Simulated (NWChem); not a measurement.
AlNH3Cl; SMILES [NH2][AlH][Cl]

```xyz
6

Al    -0.5655     0.4908     0.0000
H     -2.1393     0.6708     0.0000
Cl     0.3163    -1.4379     0.0000
N      0.5274     1.8898     0.0000
H      1.5488     1.8407     0.0000
H      0.2203     2.8652     0.0000
```
Atoms are numbered in this order, from 1.

Level: PBE-D3(BJ)/def2-SVP (NWChem), optimised geometry, unscaled harmonic frequencies. 

Problem. List the harmonic frequencies with IR intensities, and the thermochemistry.

Solution. 
```csv
frequency (cm⁻¹),IR intensity (km/mol)
179,3.9
355,26.2
392,219.6
495,9.6
496,29.1
558,34.7
713,179.9
827,113.5
1470,40.8
1938,126.6
3502,31.3
3595,29.6
```

```json
{
 "zero_point_energy": "20.7 kcal/mol",
 "thermal correction to the enthalpy at 298.15 K (with zero-point energy)": "24.4 kcal/mol",
 "heat capacity Cv": "16.0 cal/(mol K)",
 "entropy at 298.15 K and 1 atm (symmetry number 1)": "70.5 cal/(mol K)",
 "dipole_moment": "2.41 D"
}
```

Rigid rotor and harmonic oscillator.
